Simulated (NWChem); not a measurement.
System: ZnSiH4O; SMILES [SiH3][O][ZnH]

NWChem input:

```
start job
memory heap 200 mb stack 900 mb global 1100 mb
geometry units angstroms noautoz
  Zn    -0.009072     0.021823    -1.204680
  H     -0.278748     0.214807    -2.682986
  O      0.361583    -0.249293     0.501466
  Si     0.011027     0.065090     2.068491
  H      0.130588     1.527275     2.389554
  H      0.946320    -0.675229     2.971752
  H     -1.388145    -0.347159     2.425798
end
basis spherical
  * library def2-svpd
end
dft
  xc pbe0
  iterations 150
end
tddft
  cis
  nroots 6
  notriplet
end
task tddft energy
```

Parts of the log:

```
             Northwest Computational Chemistry Package (NWChem) 7.3.0
             --------------------------------------------------------

 C1  symmetry detected

                             Geometry "geometry" -> ""
                             -------------------------

 Output coordinates in angstroms (scale by  1.889725989 to convert to a.u.)

  No.       Tag          Charge          X              Y              Z
 ---- ---------------- ---------- -------------- -------------- --------------
    1 Zn                  30.0000    -0.02858869     1.23993595    -0.00000096
    2 H                    1.0000    -0.33662861     2.72333340     0.00004467
    3 O                    8.0000     0.40354509    -0.47327261    -0.00001279
    4 Si                  14.0000    -0.09100810    -2.03298755     0.00000179
    5 H                    1.0000    -0.92742498    -2.35818597     1.20416708
    6 H                    1.0000     1.08757490    -2.95475099     0.00446596
    7 H                    1.0000    -0.92010802    -2.36046834    -1.20857154

 Effective nuclear repulsion energy (a.u.)     221.7828013618

                                 NWChem DFT Module
                                 -----------------

 Summary of "ao basis" -> "ao basis" (spherical)
 ------------------------------------------------------------------------------
       Tag                 Description            Shells   Functions and Types
 ---------------- ------------------------------  ------  ---------------------
 Zn                        def2-svpd                12       34   5s4p2d1f
 H                         def2-svpd                 4        8   2s2p
 O                         def2-svpd                 9       23   4s3p2d
 Si                        def2-svpd                10       24   5s3p2d

            General Information
            -------------------
          SCF calculation type: DFT
          Wavefunction type:  closed shell.
          No. of atoms     :     7
          No. of electrons :    56
           Alpha electrons :    28
            Beta electrons :    28
          Charge           :     0
          Spin multiplicity:     1
          Use of symmetry is: off; symmetry adaption is: off
          Maximum number of iterations: 150
          AO basis - number of functions:   113
                     number of shells:    47
          Convergence on energy requested:  1.00D-06
          Convergence on density requested:  1.00D-05
          Convergence on gradient requested:  5.00D-04

[...]

                                NWChem TDDFT Module
                                -------------------

            General Information
            -------------------
           No. of orbitals :     226
            Alpha orbitals :     113
             Beta orbitals :     113
        Alpha frozen cores :       0
         Beta frozen cores :       0
     Alpha frozen virtuals :       0
      Beta frozen virtuals :       0
         Spin multiplicity :       1
    Number of AO functions :     113
        Use of symmetry is : off
      Symmetry adaption is : off
         Schwarz screening :  0.10D-07

              XC Information
              --------------
                  PBE0 Method XC Functional
              Hartree-Fock (Exact) Exchange   0.25
   PerdewBurkeErnzerhof Exchange Functional   0.75
     Perdew 1991 LDA Correlation Functional   1.00 local
    PerdewBurkeErnz. Correlation Functional   1.00 non-local

             TDDFT Information
             -----------------
          Calculation type : Tamm-Dancoff TDDFT
         Wavefunction type : Restricted singlets
          No. of electrons :      56
           Alpha electrons :      28
            Beta electrons :      28
              No. of roots :       6
          Max subspacesize :    5200
            Max iterations :     100
               Target root :       1
           Target symmetry : none
      Symmetry restriction : off
                 Algorithm : Optimal
        Davidson threshold :  0.10D-03

    6 smallest eigenvalue differences (eV)
--------------------------------------------------------
  No. Spin  Occ  Vir  Irrep   E(Occ)    E(Vir)   E(Diff)
--------------------------------------------------------
    1    1   28   29 a        -0.300    -0.022     7.558
    2    1   27   29 a        -0.303    -0.022     7.644
    3    1   28   30 a        -0.300    -0.016     7.743
    4    1   28   31 a        -0.300    -0.015     7.761
    5    1   27   30 a        -0.303    -0.016     7.828
    6    1   27   31 a        -0.303    -0.015     7.846
--------------------------------------------------------

  Entering Davidson iterations
  Restricted singlet excited states

  Iter   NTrls   NConv    DeltaV     DeltaE      Time
  ----  ------  ------  ---------  ---------  ---------
    1      6       0     0.12E+00   0.10+100       18.7
    2     12       0     0.16E-01   0.13E-01       19.0
    3     18       0     0.58E-02   0.67E-03       15.8
    4     24       0     0.16E-02   0.55E-04       16.6
    5     30       4     0.42E-03   0.48E-05       16.2
    6     32       5     0.13E-03   0.32E-06       16.9
    7     33       6     0.74E-04   0.32E-07       17.1
  ----  ------  ------  ---------  ---------  ---------
  Convergence criterion met

  Ground state a       -2145.707525622598 a.u.

  ----------------------------------------------------------------------------
  Root   1 singlet a              0.228120119 a.u.                6.2075 eV
  ----------------------------------------------------------------------------
     Transition Moments    X  0.00011   Y  0.00003   Z  0.16739
     Dipole Oscillator Strength                    0.0042610080
     Electric Quadrupole                           0.0000000079
     Magnetic Dipole                               0.0000010705
     Total Oscillator Strength                     0.0042620864

[...]
```

Level: PBE0/def2-SVPD, TDA. Geometry: optimised at PBE0/def2-SVP.
